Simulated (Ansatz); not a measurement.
Mulliken charges of CH₆CuNO, SMILES `C[O][Cu-][NH3+]` from ωB97M-V/def2-TZVPP in Ansatz (PBE0-D4/def2-TZVP geometry).

| atom | x (Å) | y (Å) | z (Å) | charge (e) |
| --- | --- | --- | --- | --- |
| C1 | -0.373 | 1.759 | -1.358 | -0.117 |
| O2 | 0.666 | 1.064 | -0.765 | -0.545 |
| Cu3 | 0.438 | -0.352 | 0.296 | 0.132 |
| N4 | 0.338 | -1.883 | 1.452 | -0.183 |
| H5 | -0.982 | 1.147 | -2.048 | 0.073 |
| H6 | -1.078 | 2.211 | -0.637 | 0.073 |
| H7 | 0.031 | 2.591 | -1.958 | 0.087 |
| H8 | 0.095 | -1.620 | 2.401 | 0.159 |
| H9 | -0.361 | -2.544 | 1.128 | 0.160 |
| H10 | 1.227 | -2.374 | 1.489 | 0.162 |

Problem. By hand: the dipole of these point charges (1 e Å = 4.8032 D).

Solution. Σ q r = (-0.315, -1.066, 0.786) e Å, of length 1.361 e Å = 6.54 D.

Problem. How does the dipole of the full density compare? (An estimate is asked.)

Solution. Ansatz gave: (-0.205, -1.305, 0.976) e Å, 7.89 D; the point charges give 0.83 times that, at 6° from its direction.

Point charges leave out the atoms' own dipoles, such as those of lone pairs, and Mulliken's split depends on the basis, so the two needn't agree.
